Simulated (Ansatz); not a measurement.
Harmonic vibrations of `CCC(=O)/C=C\O` by finite differences.

```yaml
crystal:
  periodic: [false, false, false]
  atoms:
    - {symbol: C, position_ang: [-2.330659, -0.035724, -0.412712]}
    - {symbol: C, position_ang: [-1.170082, 0.190494, 0.531893]}
    - {symbol: C, position_ang: [0.181393, -0.034566, -0.091448]}
    - {symbol: O, position_ang: [0.276647, -0.368279, -1.280399]}
    - {symbol: C, position_ang: [1.351945, 0.148017, 0.726252]}
    - {symbol: C, position_ang: [2.579634, -0.049750, 0.181810]}
    - {symbol: O, position_ang: [2.777595, -0.402739, -1.062651]}
    - {symbol: H, position_ang: [-3.279672, 0.143224, 0.095772]}
    - {symbol: H, position_ang: [-2.269794, 0.630502, -1.274298]}
    - {symbol: H, position_ang: [-2.331272, -1.057575, -0.794541]}
    - {symbol: H, position_ang: [-1.177231, 1.210456, 0.934969]}
    - {symbol: H, position_ang: [-1.237613, -0.462320, 1.410486]}
    - {symbol: H, position_ang: [1.262480, 0.439199, 1.763269]}
    - {symbol: H, position_ang: [3.493881, 0.075170, 0.757419]}
    - {symbol: H, position_ang: [1.850850, -0.476809, -1.456323]}
basis:
  gaussian: {orbitals: def2-TZVP}
hamiltonian: {xc: pbe0, dispersion: d4}
phonons: {temperatures: {t_min: 298.15, t_max: 900, t_step: 200}}
```

```sh
$ ansatz run in.yaml --threads 4 --pin off --events-out ev --progress --plain --max-ram 11315MiB
```

Output, abridged:

```
Functional definition: PBE0
mean field -9402.39862916 eV, -345.5317764471 hartree, gradient 1.3e-5 eV, S^2 0.000000; 0 other end points of the search recorded, 0 dependent functions left out
mean field -9402.39843517 eV, -345.5317693178 hartree, gradient 3.5e-6 eV, S^2 0.000000; 0 other end points of the search recorded, 0 dependent functions left out
mean field -9402.39850218 eV, -345.5317717804 hartree, gradient 3.5e-6 eV, S^2 0.000000; 0 other end points of the search recorded, 0 dependent functions left out
mean field -9402.39845515 eV, -345.5317700523 hartree, gradient 3.5e-6 eV, S^2 0.000000; 0 other end points of the search recorded, 0 dependent functions left out
mean field -9402.39845566 eV, -345.5317700710 hartree, gradient 3.5e-6 eV, S^2 0.000000; 0 other end points of the search recorded, 0 dependent functions left out
mean field -9402.39845917 eV, -345.5317701998 hartree, gradient 3.5e-6 eV, S^2 0.000000; 0 other end points of the search recorded, 0 dependent functions left out
mean field -9402.39846910 eV, -345.5317705647 hartree, gradient 3.5e-6 eV, S^2 0.000000; 0 other end points of the search recorded, 0 dependent functions left out
mean field -9402.39845897 eV, -345.5317701927 hartree, gradient 3.5e-6 eV, S^2 0.000000; 0 other end points of the search recorded, 0 dependent functions left out
mean field -9402.39850514 eV, -345.5317718893 hartree, gradient 3.5e-6 eV, S^2 0.000000; 0 other end points of the search recorded, 0 dependent functions left out
mean field -9402.39846963 eV, -345.5317705843 hartree, gradient 3.5e-6 eV, S^2 0.000000; 0 other end points of the search recorded, 0 dependent functions left out
mean field -9402.39846079 eV, -345.5317702593 hartree, gradient 3.5e-6 eV, S^2 0.000000; 0 other end points of the search recorded, 0 dependent functions left out
mean field -9402.39847459 eV, -345.5317707667 hartree, gradient 3.5e-6 eV, S^2 0.000000; 0 other end points of the search recorded, 0 dependent functions left out
mean field -9402.39845426 eV, -345.5317700196 hartree, gradient 3.5e-6 eV, S^2 0.000000; 0 other end points of the search recorded, 0 dependent functions left out
mean field -9402.39844872 eV, -345.5317698158 hartree, gradient 3.5e-6 eV, S^2 0.000000; 0 other end points of the search recorded, 0 dependent functions left out
mean field -9402.39845020 eV, -345.5317698705 hartree, gradient 3.5e-6 eV, S^2 0.000000; 0 other end points of the search recorded, 0 dependent functions left out
mean field -9402.39855046 eV, -345.5317735546 hartree, gradient 3.5e-6 eV, S^2 0.000000; 0 other end points of the search recorded, 0 dependent functions left out
mean field -9402.39854145 eV, -345.5317732238 hartree, gradient 3.5e-6 eV, S^2 0.000000; 0 other end points of the search recorded, 0 dependent functions left out
mean field -9402.39839764 eV, -345.5317679389 hartree, gradient 3.5e-6 eV, S^2 0.000000; 0 other end points of the search recorded, 0 dependent functions left out
mean field -9402.39837298 eV, -345.5317670325 hartree, gradient 3.5e-6 eV, S^2 0.000000; 0 other end points of the search recorded, 0 dependent functions left out
mean field -9402.39858819 eV, -345.5317749413 hartree, gradient 3.5e-6 eV, S^2 0.000000; 0 other end points of the search recorded, 0 dependent functions left out
mean field -9402.39858357 eV, -345.5317747714 hartree, gradient 3.5e-6 eV, S^2 0.000000; 0 other end points of the search recorded, 0 dependent functions left out
mean field -9402.39859305 eV, -345.5317751200 hartree, gradient 3.5e-6 eV, S^2 0.000000; 0 other end points of the search recorded, 0 dependent functions left out
mean field -9402.39861200 eV, -345.5317758162 hartree, gradient 3.5e-6 eV, S^2 0.000000; 0 other end points of the search recorded, 0 dependent functions left out
mean field -9402.39840005 eV, -345.5317680274 hartree, gradient 3.5e-6 eV, S^2 0.000000; 0 other end points of the search recorded, 0 dependent functions left out
mean field -9402.39845995 eV, -345.5317702287 hartree, gradient 3.5e-6 eV, S^2 0.000000; 0 other end points of the search recorded, 0 dependent functions left out
mean field -9402.39843465 eV, -345.5317692990 hartree, gradient 3.5e-6 eV, S^2 0.000000; 0 other end points of the search recorded, 0 dependent functions left out
mean field -9402.39840011 eV, -345.5317680293 hartree, gradient 3.4e-6 eV, S^2 0.000000; 0 other end points of the search recorded, 0 dependent functions left out
mean field -9402.39858773 eV, -345.5317749243 hartree, gradient 3.5e-6 eV, S^2 0.000000; 0 other end points of the search recorded, 0 dependent functions left out
mean field -9402.39858415 eV, -345.5317747927 hartree, gradient 3.5e-6 eV, S^2 0.000000; 0 other end points of the search recorded, 0 dependent functions left out
mean field -9402.39842450 eV, -345.5317689260 hartree, gradient 3.5e-6 eV, S^2 0.000000; 0 other end points of the search recorded, 0 dependent functions left out
mean field -9402.39840895 eV, -345.5317683543 hartree, gradient 3.5e-6 eV, S^2 0.000000; 0 other end points of the search recorded, 0 dependent functions left out
mean field -9402.39840386 eV, -345.5317681674 hartree, gradient 3.5e-6 eV, S^2 0.000000; 0 other end points of the search recorded, 0 dependent functions left out
mean field -9402.39835306 eV, -345.5317663003 hartree, gradient 3.5e-6 eV, S^2 0.000000; 0 other end points of the search recorded, 0 dependent functions left out
mean field -9402.39856933 eV, -345.5317742482 hartree, gradient 3.5e-6 eV, S^2 0.000000; 0 other end points of the search recorded, 0 dependent functions left out
[...]
mean field -9402.39860569 eV, -345.5317755846 hartree, gradient 3.5e-6 eV, S^2 0.000000; 0 other end points of the search recorded, 0 dependent functions left out
mean field -9402.39860613 eV, -345.5317756007 hartree, gradient 3.5e-6 eV, S^2 0.000000; 0 other end points of the search recorded, 0 dependent functions left out
mean field -9402.39862089 eV, -345.5317761429 hartree, gradient 3.5e-6 eV, S^2 0.000000; 0 other end points of the search recorded, 0 dependent functions left out
mean field -9402.39854533 eV, -345.5317733663 hartree, gradient 3.5e-6 eV, S^2 0.000000; 0 other end points of the search recorded, 0 dependent functions left out
mean field -9402.39853479 eV, -345.5317729790 hartree, gradient 3.5e-6 eV, S^2 0.000000; 0 other end points of the search recorded, 0 dependent functions left out
mean field -9402.39860680 eV, -345.5317756253 hartree, gradient 3.5e-6 eV, S^2 0.000000; 0 other end points of the search recorded, 0 dependent functions left out
mean field -9402.39860105 eV, -345.5317754140 hartree, gradient 3.5e-6 eV, S^2 0.000000; 0 other end points of the search recorded, 0 dependent functions left out
mean field -9402.39860579 eV, -345.5317755881 hartree, gradient 3.5e-6 eV, S^2 0.000000; 0 other end points of the search recorded, 0 dependent functions left out
mean field -9402.39862029 eV, -345.5317761209 hartree, gradient 3.5e-6 eV, S^2 0.000000; 0 other end points of the search recorded, 0 dependent functions left out
mean field -9402.39858074 eV, -345.5317746676 hartree, gradient 3.5e-6 eV, S^2 0.000000; 0 other end points of the search recorded, 0 dependent functions left out
mean field -9402.39858797 eV, -345.5317749331 hartree, gradient 3.5e-6 eV, S^2 0.000000; 0 other end points of the search recorded, 0 dependent functions left out
mean field -9402.39856439 eV, -345.5317740668 hartree, gradient 3.5e-6 eV, S^2 0.000000; 0 other end points of the search recorded, 0 dependent functions left out
mean field -9402.39855565 eV, -345.5317737455 hartree, gradient 3.5e-6 eV, S^2 0.000000; 0 other end points of the search recorded, 0 dependent functions left out
mean field -9402.39861873 eV, -345.5317760635 hartree, gradient 3.5e-6 eV, S^2 0.000000; 0 other end points of the search recorded, 0 dependent functions left out
mean field -9402.39860539 eV, -345.5317755735 hartree, gradient 3.5e-6 eV, S^2 0.000000; 0 other end points of the search recorded, 0 dependent functions left out
mean field -9402.39861726 eV, -345.5317760097 hartree, gradient 3.5e-6 eV, S^2 0.000000; 0 other end points of the search recorded, 0 dependent functions left out
mean field -9402.39861272 eV, -345.5317758427 hartree, gradient 3.5e-6 eV, S^2 0.000000; 0 other end points of the search recorded, 0 dependent functions left out
mean field -9402.39853534 eV, -345.5317729990 hartree, gradient 3.5e-6 eV, S^2 0.000000; 0 other end points of the search recorded, 0 dependent functions left out
mean field -9402.39851566 eV, -345.5317722758 hartree, gradient 3.5e-6 eV, S^2 0.000000; 0 other end points of the search recorded, 0 dependent functions left out
mean field -9402.39855667 eV, -345.5317737831 hartree, gradient 3.5e-6 eV, S^2 0.000000; 0 other end points of the search recorded, 0 dependent functions left out
mean field -9402.39853778 eV, -345.5317730887 hartree, gradient 3.5e-6 eV, S^2 0.000000; 0 other end points of the search recorded, 0 dependent functions left out
mean field -9402.39861817 eV, -345.5317760432 hartree, gradient 3.5e-6 eV, S^2 0.000000; 0 other end points of the search recorded, 0 dependent functions left out
mean field -9402.39862001 eV, -345.5317761106 hartree, gradient 3.5e-6 eV, S^2 0.000000; 0 other end points of the search recorded, 0 dependent functions left out
mean field -9402.39858131 eV, -345.5317746884 hartree, gradient 3.5e-6 eV, S^2 0.000000; 0 other end points of the search recorded, 0 dependent functions left out
mean field -9402.39858970 eV, -345.5317749969 hartree, gradient 3.5e-6 eV, S^2 0.000000; 0 other end points of the search recorded, 0 dependent functions left out
mean field -9402.39857071 eV, -345.5317742988 hartree, gradient 3.5e-6 eV, S^2 0.000000; 0 other end points of the search recorded, 0 dependent functions left out
mean field -9402.39854407 eV, -345.5317733201 hartree, gradient 3.5e-6 eV, S^2 0.000000; 0 other end points of the search recorded, 0 dependent functions left out
mean field -9402.39861568 eV, -345.5317759515 hartree, gradient 3.5e-6 eV, S^2 0.000000; 0 other end points of the search recorded, 0 dependent functions left out
mean field -9402.39861634 eV, -345.5317759757 hartree, gradient 3.5e-6 eV, S^2 0.000000; 0 other end points of the search recorded, 0 dependent functions left out
mean field -9402.39858570 eV, -345.5317748497 hartree, gradient 3.5e-6 eV, S^2 0.000000; 0 other end points of the search recorded, 0 dependent functions left out
mean field -9402.39858355 eV, -345.5317747709 hartree, gradient 3.5e-6 eV, S^2 0.000000; 0 other end points of the search recorded, 0 dependent functions left out
Total energy: -9402.65916010 eV, -345.5413507823 hartree
Atom 0 at    -2.330659    -0.035724    -0.412712 Å, force    -0.000013    -0.000182    -0.000007 eV/Å
Atom 1 at    -1.170082     0.190494     0.531893 Å, force     0.001156     0.000071    -0.001093 eV/Å
Atom 2 at     0.181393    -0.034566    -0.091448 Å, force    -0.000147     0.001684     0.004180 eV/Å
Atom 3 at     0.276647    -0.368279    -1.280399 Å, force     0.000120    -0.001235    -0.002331 eV/Å
Atom 4 at     1.351945     0.148017     0.726252 Å, force    -0.001664    -0.000442    -0.002027 eV/Å
Atom 5 at     2.579634    -0.049750     0.181810 Å, force    -0.001538     0.000979     0.004566 eV/Å
Atom 6 at     2.777595    -0.402739    -1.062651 Å, force    -0.001195    -0.000567    -0.002524 eV/Å
Atom 7 at    -3.279672     0.143224     0.095772 Å, force    -0.000046     0.000247     0.000060 eV/Å
Atom 8 at    -2.269794     0.630502    -1.274298 Å, force    -0.000026     0.000279    -0.000146 eV/Å
Atom 9 at    -2.331272    -1.057575    -0.794541 Å, force     0.000158    -0.000247    -0.000085 eV/Å
Atom 10 at    -1.177231     1.210456     0.934969 Å, force    -0.000057     0.000299     0.000169 eV/Å
Atom 11 at    -1.237613    -0.462320     1.410486 Å, force     0.000076    -0.000739     0.000005 eV/Å
Atom 12 at     1.262480     0.439199     1.763269 Å, force     0.000500     0.000057     0.000329 eV/Å
Atom 13 at     3.493881     0.075170     0.757419 Å, force     0.000641    -0.000336    -0.002021 eV/Å
Atom 14 at     1.850850    -0.476809    -1.456323 Å, force     0.002033     0.000132     0.000922 eV/Å
Dipole moment:    -0.123593     0.156007     0.543987 e Å
Vibrations: 48.28 115.51 183.82 213.97 334.07 378.42 387.47 575.91 586.31 735.83 781.56 815.61 935.23 974.40 1019.84 1051.46 1079.06 1090.05 1126.98 1180.33 1276.12 1299.83 1370.89 1403.29 1413.55 1444.23 1484.32 1490.02 1507.09 1661.76 1713.60 2961.77 3039.97 3066.31 3069.84 3141.61 3145.28 3176.01 3237.93 cm⁻¹, zero-point energy 3.379656 eV
```

Run time 6.8 min (4 threads of an Arm Neoverse V2 on a shared host); peak host memory 0.85 GiB.
